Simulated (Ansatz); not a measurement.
CH$_{6}$SSi$_{2}$, SMILES `C[SiH]1[SiH2]S1`, relaxed with RKS PBE0-D4/def2-TZVP in the Gaussian-basis code of Ansatz from a PBE-D4/def2-SVP geometry. The force threshold is 0.005 eV/Å; the program also tests the step.

The species carries charge 0 and has multiplicity 1.

Start:

```xyz
10

C    -0.853   -1.506    0.258
Si    0.066    0.077    0.703
Si    0.645    1.653   -0.821
S     2.118    0.236   -0.039
H    -0.711   -1.740   -0.815
H    -1.938   -1.393    0.461
H    -0.472   -2.356    0.859
H    -0.086    0.442    2.153
H     0.896    3.092   -0.475
H     0.336    1.494   -2.283
```

(1) How much energy does the relaxation release, and in how many steps? (An estimate is asked.)

(2) Which bonds change most? (Estimate.)

(3) Give the relaxed structure. (Best estimate.)

Results:

(1) Ansatz gave: 4.39 kJ/mol, in 6 steps.

(2) Ansatz gave: Si2–S4 from 2.188 to 2.154 Å; Si3–S4 from 2.188 to 2.156 Å; Si2–Si3 from 2.268 to 2.246 Å; C1–Si2 from 1.883 to 1.862 Å.

(3) The calculation gave: 
```xyz
10

C    -0.846   -1.496    0.258
Si    0.060    0.074    0.683
Si    0.641    1.642   -0.816
S     2.083    0.241   -0.038
H    -0.729   -1.732   -0.801
H    -1.911   -1.391    0.480
H    -0.455   -2.330    0.846
H    -0.091    0.439    2.114
H     0.892    3.059   -0.462
H     0.357    1.494   -2.265
```
